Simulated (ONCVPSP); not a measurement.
# Scattering properties, ONCV potential for aluminium (Al)

aluminium, optimised norm-conserving Vanderbilt (ONCV), made with ONCVPSP 4.0.1 (LDA (Perdew-Wang 92), scalar-relativistic). Core [He], reference 2s2 2p6 3s2 3p0.75 (charge +0.25). Waves: 2s+3s: rc 1.05 bohr, ncon 5, nbas 8, qcut 10.6 1/bohr, 2 projectors; 2p+3p: rc 1.00 bohr, ncon 4, nbas 8, qcut 11.7 1/bohr, 2 projectors; d scattering state at 0.43 Ha: rc 0.80 bohr, ncon 4, nbas 9, qcut 11.6 1/bohr, local. Local part: the d channel. Core correction: polynomial model core, fcfact 0.65.

The phase is arctan(r·R′/R) of the radial function R(r), unwrapped; energies in Ha, scanned from -6 to 5 Ha. A pole is an energy at which the radial function vanishes at the test radius. The pseudo phase is shifted by a multiple of π to meet the all-electron one at the reference energy, and phase errors are pseudo minus all-electron; the curves can meet again beyond the range given. Levels narrower than the energy grid can be missing from the lists of poles.

**Question.** For each channel, where are the poles, and over which energies does the pseudopotential scatter like the atom?

**Answer.**

| channel | radius (bohr) | reference energy (Ha) | poles, all-electron | poles, pseudo | unbroken range about the reference energy with phases within 0.05 rad | phase error 1 Ha above the reference energy (rad) |
| --- | --- | --- | --- | --- | --- | --- |
| s | 1.07 | -0.35 | -3.07 | -3.07 | the whole range | +0.000 |
| p | 1.02 | -0.16 | -1.63 | -1.63 | the whole range | +0.000 |
| d | 0.81 | 0.43 | none | none | the whole range | +0.000 |

Phases in the d channel:

| E (Ha) | all-electron | pseudo |
| --- | --- | --- |
| -5.96 | 1.131 | 1.131 |
| -5.40 | 1.110 | 1.110 |
| -4.84 | 1.086 | 1.087 |
| -4.28 | 1.059 | 1.060 |
| -3.72 | 1.028 | 1.028 |
| -3.16 | 0.992 | 0.993 |
| -2.60 | 0.951 | 0.951 |
| -2.04 | 0.902 | 0.902 |
| -1.48 | 0.844 | 0.845 |
| -0.92 | 0.775 | 0.775 |
| -0.36 | 0.691 | 0.691 |
| 0.20 | 0.588 | 0.588 |
| 0.76 | 0.463 | 0.463 |
| 1.32 | 0.312 | 0.312 |
| 1.88 | 0.136 | 0.137 |
| 2.44 | -0.060 | -0.058 |
| 3.00 | -0.263 | -0.260 |
| 3.56 | -0.458 | -0.454 |
| 4.12 | -0.633 | -0.628 |
| 4.68 | -0.781 | -0.776 |
